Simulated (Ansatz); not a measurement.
A nudged elastic band was laid between two geometries of C$_{3}$H$_{8}$F$_{2}$SSi (15 atoms, charge 0, multiplicity 1).

The calculation used RKS PBE0/6-31G* in Ansatz.

* movable images: 7
* climbing image: yes
* spring: 5.0 eV/Å²
* optimiser: quadratic models (default)
* start path: IDPP
* force threshold: 0.05 eV/Å
* iteration limit: 38
* end points: relaxed

First end point:

```xyz
15
Properties=species:S:1:pos:R:3
C 0.591 -1.658 -0.948
C 1.556 -1.065 0.062
S 0.758 -0.345 1.557
Si -0.151 1.385 0.734
C -1.947 1.233 0.307
F 0.013 2.571 1.800
F 0.674 1.802 -0.581
H -0.026 -0.882 -1.415
H -0.073 -2.392 -0.480
H 1.149 -2.158 -1.749
H 2.213 -1.839 0.469
H 2.191 -0.302 -0.394
H -2.335 2.181 -0.081
H -2.109 0.457 -0.448
H -2.526 0.962 1.196
```

Last end point:

```xyz
15
Properties=species:S:1:pos:R:3
C 0.400 -1.841 -0.685
C 1.351 -1.271 0.351
S 0.544 -0.255 1.658
Si 0.010 1.472 0.550
C -1.742 1.548 -0.046
F 0.277 2.747 1.485
F 1.004 1.581 -0.708
H -0.411 -2.404 -0.213
H 0.943 -2.516 -1.358
H -0.041 -1.050 -1.301
H 1.835 -2.075 0.913
H 2.139 -0.676 -0.115
H -1.932 2.487 -0.577
H -1.964 0.717 -0.723
H -2.434 1.486 0.800
```

Question: Which bonds break or form, and what moves?

Answer: No bond is made or broken. The dihedral H8–C1–C2–S3 goes from 67 to -54°. The two ends are copies of one structure, up to a mirror image or an exchange of like atoms.

Question: What energy profile does the band end with?

Answer: It converged. The highest image is number 4 of 0 to 8, 0.141 eV above the ends, which have the same energy within 2 meV. A vibrational analysis at the climbing image gives one clearly imaginary mode, 243i cm⁻¹: a first-order saddle point.

```
image  path coordinate (Å)  energy (eV)  dihedral H8–C1–C2–S3 (°)
    0                 0.00        0.000                        67
    1                 0.86        0.001                        66
    2                 1.73        0.004                        63
    3                 2.59        0.070                        36
    4                 3.45        0.141                         5
    5                 4.09        0.097                       -19
    6                 4.74        0.024                       -41
    7                 5.38        0.001                       -53
    8                 6.02        0.000                       -54
```

Question: What is the geometry of the highest image?

Answer: 
```xyz
15
Properties=species:S:1:pos:R:3
C 0.206 -1.913 -0.580
C 1.312 -1.173 0.183
S 0.756 -0.220 1.661
Si 0.071 1.545 0.717
C -1.544 1.443 -0.185
F -0.045 2.643 1.878
F 1.193 2.046 -0.320
H -0.785 -1.698 -0.171
H 0.346 -2.997 -0.526
H 0.201 -1.634 -1.638
H 2.043 -1.874 0.594
H 1.869 -0.493 -0.466
H -1.802 2.418 -0.612
H -1.498 0.716 -1.002
H -2.346 1.141 0.496
```

Question: What are the harmonic wavenumbers there?

Answer: 243i, 32, 78, 132, 161, 174, 213, 261, 300, 326, 368, 519, 674, 733, 806, 813, 824, 905, 985, 1035, 1075, 1091, 1260, 1322, 1338, 1444, 1484, 1485, 1512, 1526, 1531, 3081, 3084, 3122, 3155, 3170, 3171, 3177, 3179 cm⁻¹.

The run took 6.5 min on 2 threads of Intel(R) Xeon(R) Platinum 8488C (Sapphire Rapids), on a shared host, peak memory 0.41 GiB.
